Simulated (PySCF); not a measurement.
An unknown shows these calculated signals:

¹H NMR (400 MHz, computed): δ 8.67 (d, 2H), 7.11 (d, 2H), 2.36 (s, 3H).

¹³C{¹H} NMR (computed): δ 160.2 (C), 157.3 (CH), 123.5 (CH), 17.1 (CH3).

In vacuum, non-relativistic Hamiltonian, one conformer, equivalent nuclei averaged. Geometry from PBE0-D3(BJ)/def2-TZVP; σ from GIAO-B97-2/pcSseg-2; PySCF 2.14.

References, each an isolated molecule treated in the same way: ¹H and ¹³C vs TMS.

**Question.** Which of these does the molecule contain: an S-methyl group, an N-methyl group, a carboxylic acid, a ketone, a heteroaromatic ring?

**Answer.** 
- An S-methyl group: yes (δC 17.1; δH 2.36 (s)).
- An N-methyl group: no.
- A carboxylic acid: no.
- A ketone: no.
- A heteroaromatic ring: yes.

The data belong to `CSc1ccncc1`, C6H7NS; they needn't prove each group on their own.

Carbon signals by region: 1 in the far downfield region (above 160 ppm), 2 in the sp2 and nitrile region (100–160 ppm), 1 below 50 ppm. Above 160 ppm: 160.2, aromatic carbon bearing sulfur.

Shifts are as computed. Against solution values, carbons near 30 ppm lie about +3 ppm off and those near 130 ppm about +7 ppm; carbons on S a further +4 ppm. Of 1309 compounds with measured shifts, 239 miss one by over three times the rms of a fit or turn the order of signals round; such compounds aren't used in these exercises. Multiplicities follow the n + 1 count of equivalent neighbours, as no J values were calculated; m marks all less simple cases, F and P coupling included.
